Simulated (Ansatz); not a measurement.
The cluster SiO₄H₄. Total charge 0; singlet. Geometry r2SCAN-D4/def2-SVP.

```csv
atom,x (Å),y (Å),z (Å)
Si1,-0.241,0.227,-0.628
O2,1.488,0.294,0.683
O3,-0.755,-0.700,0.724
O4,-2.071,-0.942,0.104
O5,-1.850,-0.208,-1.137
H6,1.736,-0.631,0.851
H7,0.717,-0.348,-1.607
H8,-0.179,1.708,-0.535
H9,1.155,0.600,1.544
```

B3LYP takes the VWN-RPA correlation. The structure holds 2 bond(s) between oxygen atoms. Another isomer (singlet) lies 3.78 eV lower at PBE0-D4/def2-TZVP; other spin states weren't run for this one.

Task: Estimate the orbital energies around the gap (eV) in Ansatz with PBE-D4/def2-TZVP, r2SCAN-D4/def2-TZVP, B3LYP-D4/def2-TZVP, PBE0-D4/def2-TZVP, ωB97M-V/def2-TZVP.

Result: 
| orbital | PBE-D4/def2-TZVP | r2SCAN-D4/def2-TZVP | B3LYP-D4/def2-TZVP | PBE0-D4/def2-TZVP | ωB97M-V/def2-TZVP |
| --- | --- | --- | --- | --- | --- |
| HOMO−9 | -12.85 | -13.23 | -14.12 | -14.46 | -16.89 |
| HOMO−8 | -11.66 | -12.14 | -13.19 | -13.58 | -16.13 |
| HOMO−7 | -11.18 | -11.63 | -12.65 | -12.97 | -15.50 |
| HOMO−6 | -10.70 | -11.23 | -12.45 | -12.83 | -15.49 |
| HOMO−5 | -9.44 | -9.86 | -10.89 | -11.16 | -13.58 |
| HOMO−4 | -8.68 | -9.05 | -9.99 | -10.24 | -12.60 |
| HOMO−3 | -8.44 | -8.86 | -9.81 | -10.02 | -12.39 |
| HOMO−2 | -7.66 | -8.04 | -9.11 | -9.37 | -11.81 |
| HOMO−1 | -7.29 | -7.74 | -8.91 | -9.21 | -11.77 |
| HOMO | -4.91 | -5.29 | -6.51 | -6.75 | -9.28 |
| LUMO | -1.84 | -1.37 | -1.13 | -0.77 | 0.95 |
| LUMO+1 | -1.48 | -1.16 | -0.45 | -0.06 | 2.09 |
| LUMO+2 | -0.52 | 0.12 | 0.42 | 0.84 | 3.01 |
| LUMO+3 | 0.58 | 1.05 | 1.22 | 1.51 | 3.14 |
| LUMO+4 | 0.75 | 1.58 | 1.29 | 1.71 | 3.21 |
| LUMO+5 | 1.02 | 1.67 | 1.61 | 1.97 | 3.76 |
